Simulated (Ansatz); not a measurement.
`BBO` + `BC=C` → `BC(=C)BO` + BH₃ at 500 K and 1 bar (formal exchange of groups at a B–B bond).

Computed with Ansatz on PBE0-D4/def2-TZVP structures; ΔE is electronic, products minus reactants. CBS: MP2 limit from def2 TZ/QZ plus the TZ coupled-cluster correction, frozen cores. This one scheme is used for every species. Each species was taken in one conformer, which may not be the lowest.

```json
{"species": "`BBO`", "CCSD(T)/CBS energy (Eh)": "-127.16606", "H − E (kJ/mol)": "153.7", "S (J/(mol·K))": "310.2"}
{"species": "`BC=C`", "CCSD(T)/CBS energy (Eh)": "-103.86193", "H − E (kJ/mol)": "194.0", "S (J/(mol·K))": "304.9"}
{"species": "`BC(=C)BO`", "CCSD(T)/CBS energy (Eh)": "-204.49135", "H − E (kJ/mol)": "257.8", "S (J/(mol·K))": "381.5"}
{"species": "BH₃", "CCSD(T)/CBS energy (Eh)": "-26.55200", "H − E (kJ/mol)": "86.8", "S (J/(mol·K))": "208.8"}
```

H − E and S are ideal-gas, rigid-rotor, harmonic terms from PBE0-D4/def2-TZVP, for one conformer and one mirror image of each species. 1 Eh = 2625.50 kJ/mol, R = 8.31446 J/(mol·K).

Q: By hand: ΔE, ΔH, ΔS and ΔG.

A: ΔE = (-204.49135) + (-26.55200) − (-127.16606) − (-103.86193) = -0.01536 Eh = -40.3 kJ/mol. Δ(H − E) = 257.8 + 86.8 − 153.7 − 194.0 = -3.1, so ΔH = -43.4 kJ/mol. ΔS = 381.5 + 208.8 − 310.2 − 304.9 = -24.8 J/(mol·K). ΔG = -43.4 − 500 × (-24.8)/1000 = -31.0 kJ/mol.

Q: By hand: the equilibrium constant, and the temperature at which ΔG would vanish if ΔH and ΔS stayed fixed.

A: log₁₀ K = −ΔG/(RT ln 10) = 3.2. ΔG = 0 at ΔH/ΔS = 1750 K.

ΔH outweighs TΔS. A doubt of 5 kJ/mol in ΔE shifts log₁₀ K by 0.5 here. Other conformers and mirror images would add mixing entropy, several J/(mol·K) or more a flexible species. These are equilibria of isolated gas molecules and say nothing of rates. Largest T1 diagnostic: 0.013 (customary marks: 0.02 for closed shells, 0.045 for open ones).
